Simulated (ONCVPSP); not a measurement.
# gadolinium (Gd): one change to an ONCV potential, before and after

ONCVPSP 4.0.1 input, shortened (lines: element, Z, core and valence counts, functional; n l f; lmax; l rc ep ncon nbas qcut; lloc lpopt rc5 dvloc0; l nproj debl; icmod fcfact rcfact), PBE, fully relativistic:

```
  Gd 64.00    9    5        4      upf
    1    0    2.00
    2    0    2.00
    2    1    6.00
    3    0    2.00
    3    1    6.00
    3    2   10.00
    4    0    2.00
    4    1    6.00
    4    2   10.00
    4    3    7.00
    5    0    2.00
    5    1    6.00
    5    2    1.00
    6    0    2.00
    3
    0    2.40    0.00    3    8    5.70
    1    2.05    0.00    5    8    8.20
    2    2.70    0.00    3    8    7.10
    3    1.35    0.00    5   10   13.80
    4    5    0.85    3.00
    0    2    1.70
    1    2    0.80
    2    2    1.90
    3    2    1.60
    1    0.60    0.00
```

Open shells are filled in proportion to 2j + 1.

In the p channel the program set the typed energies aside and used -0.955, 0.250 Ha (j = l + 1/2; the other j can differ).

All-electron outer shells of the reference configuration (PBE, scalar-relativistic, ld1.x):

```
shell  level (eV)  outermost node (bohr)  outermost maximum (bohr)
   4d     -147.72                   0.27                      0.56
   5s      -49.74                   0.65                      1.20
   5p      -27.26                   0.70                      1.35
   4f       -8.70                      –                      0.56
   6s       -4.13                   1.60                      3.37
   5d       -2.53                   0.79                      1.95
```

Change: d: rc 2.68.

Cutoffs: the cutoffs (Ha) at which the residual kinetic energy of the hardest occupied pseudo-wave falls to 1 and 0.1 mHa per electron; they do not see the model core or the augmentation charge, which bear on the density cutoff. Errors are all-electron minus pseudo energies relative to the spin-unpolarised reference configuration.

**Question.** What does the change do?

**Answer.** The potential gets neither clearly harder nor softer (80 Ha and 88 Ha → 80 Ha and 88 Ha); both files keep a bound ghost (p, s); the errors of the 3 common tests hardly move.

| quantity | base | changed |
| --- | --- | --- |
| cutoff, loose | 80 Ha | 80 Ha |
| cutoff, tight | 88 Ha | 88 Ha |
| loose cutoff by channel | s 9.1 Ha, p 22 Ha, d 8.8 Ha, f 80 Ha | s 9.1 Ha, p 22 Ha, d 8.8 Ha, f 80 Ha |
| bound ghosts | s, p3/2 | s, p3/2 |
| GHOST(+) flags under 300 eV | p1/2 at 33.5 eV, d3/2 at 164.3 eV | p1/2 at 33.5 eV, d3/2 at 165.2 eV |
| tests counted as reliable (solved cleanly; for ONCVPSP, near-neutral configurations with less than one 5d electron left out) | 3 of 4 | 3 of 4 |
| error for 4f7 5s2 5p6 5d1 6s1, meV [ΔE 6.65 eV] | -0.4 | -0.4 |
| error for 4f7 5s2 5p6 5d1 6s0, meV [ΔE 18.75 eV] | -2.8 | -2.8 |
| error for 4f7 5s2 5p6 5d1 6s1 6p1, meV [ΔE 2.86 eV] | -0.5 | -0.5 |
| s: phases at 2.44 bohr within 0.05 rad from the reference energy up to (Ha; the scan ends near 5) | 3.5 | 3.5 |
| p3/2: phases at 2.08 bohr within 0.05 rad from the reference energy up to (Ha; the scan ends near 5) | to the end of the scan | to the end of the scan |
| p1/2: phases at 2.08 bohr within 0.05 rad from the reference energy up to (Ha; the scan ends near 5) | 1.2 | 1.2 |
| d5/2: phases at 2.73 bohr within 0.05 rad from the reference energy up to (Ha; the scan ends near 5) | 4.6 | 4.7 |
| d3/2: phases at 2.73 bohr within 0.05 rad from the reference energy up to (Ha; the scan ends near 5) | 4.7 | 4.7 |
| f7/2: phases at 1.37 bohr within 0.05 rad from the reference energy up to (Ha; the scan ends near 5) | to the end of the scan | to the end of the scan |
| f5/2: phases at 1.37 bohr within 0.05 rad from the reference energy up to (Ha; the scan ends near 5) | to the end of the scan | to the end of the scan |
| rms error of d²Exc/dni dnj with the model core, mHa | 2.79 | 2.78 |

 A true bound ghost makes a file unfit for plane-wave use even where its test errors are small: the radial tests pick states by their node count and pass the ghost by.
